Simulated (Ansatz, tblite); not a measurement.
Forces on Rh4⁻ at its r2SCAN-D4/def2-SVPD geometry. Total charge -1; doublet.

In the def2 sets Rh takes a core potential; there is no spin–orbit coupling. The xTB rows come from tblite. At PBE-D4/def2-TZVPD the charge -1 doublet is spin-contaminated (final ⟨S²⟩ up to 1.50, 0.75 for a pure state). At PBE-D4/def2-TZVPD the highest occupied level of the charge -1 doublet lies above zero (up to 1.13 eV). It is a level of α spin, whose loss leaves a singlet; that state wasn't run at this geometry and level. The electron is either unbound and held by the finite basis, or the level is raised by self-interaction error. No other spin state of charge -1 was run. The geometry of the doublet was relaxed on an unsound state (⟨S²⟩ 2.00, where a pure state has 0.75). Another isomer (quartet) lies 0.32 eV lower at PBE-D4/def2-TZVPD; other spin states weren't run for this one.

GFN1-xTB (tblite), largest force 1.68 eV/Å:

```xyz
4
positions Å, forces eV/Å
Rh    1.064   -0.434   -0.934   -1.034    0.526    0.835
Rh   -0.503    1.348   -0.354    0.565   -1.290    0.243
Rh   -1.176   -0.993   -0.127    1.290    1.014    0.370
Rh    0.614    0.080    1.415   -0.820   -0.250   -1.447
```

GFN2-xTB (tblite), largest force 1.86 eV/Å:

```
Rh 1.316 -0.396 -1.252
Rh -0.520 1.691 -0.572
Rh -1.166 -1.108 0.251
Rh 0.371 -0.187 1.574
```

PBE-D4/def2-TZVPD (Ansatz), largest force 0.57 eV/Å:

```
Rh 0.403 -0.193 -0.334
Rh -0.211 0.506 -0.106
Rh -0.433 -0.359 -0.070
Rh 0.241 0.046 0.511
```
